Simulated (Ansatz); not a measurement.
A run for Ansatz (a program for electronic structure): U-CCSD(T)/def2-QZVPP on WC, 2S+1 = 3, a spin state set in the input, which need not be the lowest, a point of a bond scan (R = 1.703 Å). Elements past Kr take the def2 small-core potentials; no spin–orbit coupling. Files ending in .json are basis or fitting sets from the Basis Set Exchange.

Ansatz 0.2 input:
```yaml
crystal:
  periodic: [false, false, false]
  atoms:
    - {symbol: W, position_ang: [0.00000000, 0.00000000, 0.00000000]}
    - {symbol: C, position_ang: [0.00000000, 0.00000000, 1.70281100]}
basis:
  gaussian:
    orbitals: def2-QZVPP.json
    pivot_positions_ang: [[0.00000000, 0.00000000, 0.00000000], [0.00000000, 0.00000000, 1.70281100]]
magnetization: {spin_polarized: true, initial_magnetization: 2}
correlation: {method: ccsd_t, electrons: valence}
output: {orbitals: {seedname: ./end}}
```

The log:

```
WARN ansatz: RAYON_NUM_THREADS=2 ignored (pool sized by the plan → 2); use --threads N
Functional definition: HF
integrals: 0.45 GiB planned
945 factors; integrals over basis functions are off by at most 2.9e-4 eV
mean field: 0.40 GiB planned
mean field evaluation 1: about -2822.3186 eV, gradient 4.4e1 eV
mean field evaluation 2: about -2822.3190 eV, gradient 4.4e1 eV
mean field evaluation 4: about -2831.2469 eV, gradient 3.6e0 eV
mean field evaluation 8: about -2831.5225 eV, gradient 1.2e0 eV
mean field evaluation 16: about -2832.0860 eV, gradient 1.2e-5 eV
mean field evaluation 32: about -2779.1497 eV, gradient 6.6e2 eV
mean field evaluation 64: about -2832.0860 eV, gradient 6.3e-4 eV
mean field evaluation 96: about -2830.3746 eV, gradient 1.5e-3 eV
mean field evaluation 128: about -2831.6583 eV, gradient 5.7e0 eV
mean field evaluation 160: about -2831.4169 eV, gradient 1.0e1 eV
mean field evaluation 192: about -2830.7966 eV, gradient 2.6e0 eV
mean field evaluation 224: about -2831.4583 eV, gradient 1.0e0 eV
mean field evaluation 256: about -2831.4157 eV, gradient 1.9e0 eV
mean field evaluation 288: about -2830.6414 eV, gradient 1.1e-2 eV
mean field evaluation 320: about -2832.0152 eV, gradient 1.3e0 eV
mean field evaluation 352: about -2830.3580 eV, gradient 2.3e0 eV
mean field evaluation 384: about -2831.4794 eV, gradient 8.9e-2 eV
mean field evaluation 416: about -2830.0999 eV, gradient 1.9e0 eV
mean field evaluation 448: about -2832.0860 eV, gradient 1.6e-3 eV
mean field evaluation 480: about -2831.4797 eV, gradient 3.3e-2 eV
mean field evaluation 512: about -2830.6470 eV, gradient 3.6e-4 eV
mean field evaluation 544: about -2830.6950 eV, gradient 1.7e0 eV
mean field evaluation 576: about -2829.0371 eV, gradient 9.2e-3 eV
mean field evaluation 608: about -2827.3585 eV, gradient 1.7e1 eV
mean field evaluation 640: about -2830.0635 eV, gradient 4.1e-1 eV
mean field evaluation 672: about -2831.4178 eV, gradient 1.2e0 eV
mean field evaluation 704: about -2831.5067 eV, gradient 2.5e-1 eV
mean field evaluation 736: about -2831.4481 eV, gradient 2.6e-1 eV
mean field evaluation 768: about -2831.4978 eV, gradient 2.1e-1 eV
mean field evaluation 800: about -2831.4520 eV, gradient 7.7e-1 eV
mean field evaluation 832: about -2829.8498 eV, gradient 1.7e-3 eV
mean field evaluation 864: about -2830.7210 eV, gradient 1.0e-1 eV
mean field evaluation 896: about -2830.7262 eV, gradient 4.8e-2 eV
mean field evaluation 928: about -2830.6496 eV, gradient 3.9e-1 eV
mean field evaluation 960: about -2830.6161 eV, gradient 7.2e-2 eV
mean field evaluation 992: about -2828.2741 eV, gradient 5.0e0 eV
mean field evaluation 1024: about -2829.4261 eV, gradient 2.1e-3 eV
mean field evaluation 1056: about -2831.5422 eV, gradient 1.9e0 eV
mean field evaluation 1088: about -2831.4886 eV, gradient 2.6e-1 eV
mean field evaluation 1120: about -2830.3741 eV, gradient 1.2e-2 eV
mean field -2832.60538507 eV, -104.0963278923 hartree, gradient 2.0e-6 eV, S^2 3.838271; 33 other end points of the search recorded, 0 dependent functions left out
determinant -2832.60538507 eV, -104.0963278923 hartree, with singles and doubles -2847.58276199 eV, -104.6467363424 hartree
determinant -2832.08598825 eV, -104.0772404113 hartree, with singles and doubles -2847.94537205 eV, -104.6600620162 hartree
determinant -2831.47976533 eV, -104.0549621300 hartree, with singles and doubles -2846.61456638 eV, -104.6111558096 hartree
determinant -2830.95237697 eV, -104.0355809652 hartree, with singles and doubles -2846.67494122 eV, -104.6133745441 hartree
determinant -2830.85278922 eV, -104.0319211829 hartree, with singles and doubles -2846.91282862 eV, -104.6221167448 hartree
determinant -2830.72873965 eV, -104.0273624453 hartree, with singles and doubles -2846.80683199 eV, -104.6182214408 hartree
determinant -2830.64703643 eV, -104.0243599074 hartree, with singles and doubles -2845.49896812 eV, -104.5701583299 hartree
determinant -2830.64139790 eV, -104.0241526951 hartree, with singles and doubles -2845.91015428 eV, -104.5852691427 hartree
determinant -2830.60578727 eV, -104.0228440286 hartree, with singles and doubles -2846.65586328 eV, -104.6126734430 hartree
determinant -2830.37460232 eV, -104.0143481383 hartree, with singles and doubles -2846.68676884 eV, -104.6138092011 hartree
determinant -2830.32070597 eV, -104.0123674840 hartree, with singles and doubles -2846.27921884 eV, -104.5988320148 hartree
determinant -2830.08614415 eV, -104.0037474964 hartree, with singles and doubles -2846.31194140 eV, -104.6000345471 hartree
determinant -2829.84978739 eV, -103.9950615454 hartree, with singles and doubles -2843.99254543 eV, -104.5147983173 hartree
determinant -2829.53680572 eV, -103.9835596813 hartree, with singles and doubles -2843.75482665 eV, -104.5060623130 hartree
determinant -2829.52339309 eV, -103.9830667763 hartree, with singles and doubles -2845.68178587 eV, -104.5768767583 hartree
determinant -2829.42609436 eV, -103.9794911140 hartree, with singles and doubles -2844.31348744 eV, -104.5265927184 hartree
determinant -2829.12435263 eV, -103.9684023097 hartree, with singles and doubles -2844.64327038 eV, -104.5387120179 hartree
determinant -2832.60538507 eV, -104.0963278923 hartree, with singles and doubles -2847.67147272 eV, -104.6499964015 hartree
determinant -2832.08598825 eV, -104.0772404113 hartree, with singles and doubles -2848.01272875 eV, -104.6625373292 hartree
1 core orbitals not correlated
reference -2832.08598825 eV, -104.0772404113 hartree; 10, 8 occupied and 127, 129 virtual orbitals, 945 factors
second order -15.35021594 eV of doubles, -0.00000000 eV of singles
coupled cluster: 1.40 GiB planned
cycle   1  -15.92674258 eV  change   -2.1e-6 eV  update   3.7e-6
coupled cluster: 1.41 GiB planned
perturbative correction -0.99940341 eV, -0.0367273979 hartree
Total energy: -2849.01213423 eV, -104.6992648033 hartree
```

Self-consistency was reached. Its determinant has ⟨S²⟩ = 3.05, a mixture of spin states.

Cost: around 8 core-minutes (rough).
